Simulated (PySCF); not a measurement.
C2H5S, doublet, at a GFN2-xTB geometry; PySCF with BLYP/STO-3G.

Here is a job for PySCF.
```python
from pyscf import gto, scf, dft

mol = gto.Mole()
mol.atom = '''
    C     1.53299942    0.71450865   -0.07982546
    C     0.06095953    0.70378944   -0.22714829
    S    -0.80517238   -0.73669354    0.18351772
    H    -2.02845725   -0.24935278   -0.03240556
    H    -0.41201640    1.36171374   -0.93464300
    H     1.87938030    1.72772034    0.12702719
    H     1.83695475    0.06093026    0.73566701
    H     2.04314293    0.37629641   -0.99008672
'''
mol.basis = 'sto-3g'
mol.spin = 1
mol.verbose = 4
mol.build()

mf = dft.UKS(mol)
mf.xc = 'blyp'
mf.kernel()
mf.analyze()
```

Q: Predict the main parts of the log of this PySCF run.

A: 
```
PySCF version 2.14.0

[INPUT] verbose = 4
[INPUT] num. atoms = 8
[INPUT] num. electrons = 33
[INPUT] charge = 0
[INPUT] spin (= nelec alpha-beta = 2S) = 1
[INPUT] symmetry False subgroup None
[INPUT] Mole.unit = angstrom
[INPUT] Symbol           X                Y                Z      unit          X                Y                Z       unit  Magmom
[...]
nuclear repulsion = 100.277667456082
number of shells = 16
number of NR pGTOs = 72
number of NR cGTOs = 24
basis = sto-3g
ecp = {}

******** <class 'pyscf.dft.uks.UKS'> ********
method = UKS
initial guess = minao
damping factor = 0
level_shift factor = 0
DIIS = <class 'pyscf.scf.diis.CDIIS'>
diis_start_cycle = 1
diis_space = 8
diis_damp = 0
SCF conv_tol = 1e-09
SCF conv_tol_grad = None
SCF max_cycles = 50
direct_scf = True
direct_scf_tol = 1e-13
number electrons alpha = 17  beta = 16
XC library pyscf.dft.libxc version 7.1.2
    S. Lehtola, C. Steigemann, M. J. T. Oliveira, and M. A. L. Marques,  SoftwareX 7, 1–5 (2018)
XC functionals = blyp
    A. D. Becke,  Phys. Rev. A 38, 3098 (1988)
    C. Lee, W. Yang, and R. G. Parr,  Phys. Rev. B 37, 785 (1988)
    B. Miehlich, A. Savin, H. Stoll, and H. Preuss,  Chem. Phys. Lett. 157, 200 (1989)
radial grids:
    Treutler-Ahlrichs [JCP 102, 346 (1995); DOI:10.1063/1.469408] (M4) radial grids

becke partition: Becke, JCP 88, 2547 (1988); DOI:10.1063/1.454033
pruning grids: <function nwchem_prune>
grids dens level: 3
symmetrized grids: False
atomic radii adjust function: <function treutler_atomic_radii_adjust>
small_rho_cutoff = 0
Set gradient conv threshold to 3.16228e-05
tot grids = 96160
init E= -471.83748581263

cycle= 1 E= -471.859224086776  delta_E= -0.0217  |g|= 0.152  |ddm|= 2.51
cycle= 2 E= -471.854679627244  delta_E= 0.00454  |g|= 0.179  |ddm|= 0.58
cycle= 3 E= -471.878424660342  delta_E= -0.0237  |g|= 0.0304  |ddm|= 0.333
cycle= 4 E= -471.879136732697  delta_E= -0.000712  |g|= 0.0106  |ddm|= 0.0739
cycle= 5 E= -471.879224349347  delta_E= -8.76e-05  |g|= 0.00188  |ddm|= 0.018
cycle= 6 E= -471.879227025226  delta_E= -2.68e-06  |g|= 0.000778  |ddm|= 0.00425
cycle= 7 E= -471.879227499952  delta_E= -4.75e-07  |g|= 0.000134  |ddm|= 0.00162
cycle= 8 E= -471.879227519749  delta_E= -1.98e-08  |g|= 2.24e-05  |ddm|= 0.000381
cycle= 9 E= -471.87922752038  delta_E= -6.32e-10  |g|= 4.94e-06  |ddm|= 6.93e-05
Extra cycle  E= -471.879227520404  delta_E= -2.33e-11  |g|= 3.93e-06  |ddm|= 1.85e-05
converged SCF energy = -471.879227520404  <S^2> = 0.75199712  2S+1 = 2.0019961
**** SCF Summaries ****
Total Energy =                        -471.879227520403731
Nuclear Repulsion Energy =             100.277667456081943
One-electron Energy =                 -850.540792747766318
Two-electron Energy =                  278.383897771280658
Two-electron Coulomb Energy =          316.811077731949524
DFT Exchange-Correlation Energy =      -38.427179960668845
**** MO energy ****
                             alpha | beta                alpha | beta
[...]
To work with the spin densities directly, `use mulliken_meta_spin()` only printing them here.

 ** Mulliken spin pop alpha/beta on meta-lowdin orthogonal AOs **
 ** Mulliken Spin Density (per AO)  **
spin_pop of  0 C 1s        0.00000
spin_pop of  0 C 2s       -0.00689
spin_pop of  0 C 2px      -0.01947
spin_pop of  0 C 2py      -0.00514
spin_pop of  0 C 2pz      -0.00859
spin_pop of  1 C 1s       -0.00001
spin_pop of  1 C 2s        0.05118
spin_pop of  1 C 2px       0.05195
spin_pop of  1 C 2py       0.20504
spin_pop of  1 C 2pz       0.51011
spin_pop of  2 S 1s        0.00000
spin_pop of  2 S 2s        0.00000
spin_pop of  2 S 3s        0.00219
spin_pop of  2 S 2px      -0.00000
spin_pop of  2 S 2py       0.00003
spin_pop of  2 S 2pz       0.00014
spin_pop of  2 S 3px      -0.00292
spin_pop of  2 S 3py       0.02080
spin_pop of  2 S 3pz       0.15456
spin_pop of  3 H 1s       -0.00006
spin_pop of  4 H 1s       -0.01941
spin_pop of  5 H 1s        0.01789
spin_pop of  6 H 1s        0.00552
spin_pop of  7 H 1s        0.04307
 ** Mulliken Spin Density (per atom)  **
spin density of  0 C =     -0.04008
spin density of  1 C =      0.81828
spin density of  2 S =      0.17480
spin density of  3 H =     -0.00006
spin density of  4 H =     -0.01941
spin density of  5 H =      0.01789
spin density of  6 H =      0.00552
spin density of  7 H =      0.04307
 ** Mulliken pop alpha/beta on meta-lowdin orthogonal AOs **
 ** Mulliken pop       alpha | beta **
[...]
In total            17.00000 | 16.00000
 ** Mulliken atomic charges   ( Nelec_alpha | Nelec_beta ) **
charge of  0C =     -0.14219  (     3.05105      3.09114 )
charge of  1C =     -0.19869  (     3.50849      2.69021 )
charge of  2S =      0.20256  (     7.98612      7.81132 )
charge of  3H =     -0.02869  (     0.51431      0.51438 )
charge of  4H =      0.02750  (     0.47655      0.49596 )
charge of  5H =      0.04958  (     0.48415      0.46626 )
charge of  6H =      0.04728  (     0.47912      0.47360 )
charge of  7H =      0.04266  (     0.50021      0.45714 )
Dipole moment(X, Y, Z, Debye): -0.65059,  0.00480, -0.30928
```
